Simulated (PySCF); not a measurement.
## Vibration and rotation of MoN

ROHF-CCSD(T) constants of MoN, ⁴Σ⁻ (quartet), unpaired electrons σ ↑, δ ↑↑ (Mo def2-TZVPPD with ECP28, N def2-TZVPPD; scalar-relativistic core potentials (PySCF 2.14); masses 97.9054 and 14.0031 u):

```
ωe                     : 1068.7 cm⁻¹
ωexe                   : 4.44 cm⁻¹
Be                     : 0.5122 cm⁻¹
αe                     : 0.00275 cm⁻¹
D (centrifugal)        : 4.71e-07 cm⁻¹
De to Mo (4d5 5s1) + N : 5.11 eV
```

Task: Give the vibrational terms G(v) and spacings up to v = 6.

Result: G(v) = ωe(v+½) − ωexe(v+½)².

| v | G(v) (cm⁻¹) | G(v) − G(v−1) | Bv (cm⁻¹) |
| --- | --- | --- | --- |
| 0 | 533.2 |  | 0.5108 |
| 1 | 1593.1 | 1059.8 | 0.5081 |
| 2 | 2644.0 | 1050.9 | 0.5053 |
| 3 | 3686.1 | 1042.1 | 0.5026 |
| 4 | 4719.2 | 1033.2 | 0.4998 |
| 5 | 5743.5 | 1024.3 | 0.4971 |
| 6 | 6759.0 | 1015.4 | 0.4943 |

Task: How well does the Morse estimate ωe²/(4ωexe) reproduce De, and what is D0?

Result: It gives 7.97 eV, 156 % of the computed De. D0 = De − G(0) = 5.11 − 0.07 = 5.04 eV.

Correlated steps freeze 1 core orbital. Spin–orbit coupling is left out, which matters for elements this heavy, above all for dissociation energies. With d or f electrons several states lie close, and the lowest PBE0 determinant need not be the measured ground state.
